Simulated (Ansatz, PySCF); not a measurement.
Process, species as SMILES: C1CCCCCC1 [cycloheptane] + 7 [H][H] (H2) → 7 C (CH4)
Structures are relaxed separately at B3LYP-D3(BJ)/def2-TZVP in Ansatz (an electronic-structure program), one conformer each, not searched for the lowest. Frequencies are from Ansatz or PySCF.

Wanted: energy of full hydrogenation (enthalpy at 298 K, with B3LYP-D3(BJ) rigid-rotor harmonic-oscillator terms), in kJ/mol. Valence correlation only, unless marked. No spin-orbit coupling. Non-relativistic. CBS(X,Y): correlation extrapolated as X^-3; Hartree-Fock from the larger set. [CCSD(T)-MP2]/basis is that difference in the basis named.

| level | program | energy of full hydrogenation (kJ/mol) | minus last row |
|---|---|---|---|
| B97M-V/def2-TZVPD | Ansatz | -455.8 | -51.3 |
| PBE0-D4/def2-TZVP | Ansatz + dftd4 | -411.8 | -7.3 |
| PBE0/def2-TZVP | Ansatz | -441.4 | -36.9 |
| BHLYP-D3(BJ)/def2-TZVPD | Ansatz + dftd3 | -448.6 | -44.1 |
| SCS-MP2/cc-pVDZ | Ansatz | -398.2 | 6.3 |
| SCS-MP2/cc-pVTZ | Ansatz | -412.3 | -7.8 |
| RI-MP2/CBS(aug-cc-pVTZ,aug-cc-pVQZ)+[CCSD(T)-MP2]/aug-cc-pVTZ | Ansatz | -404.5 | 0.0 |
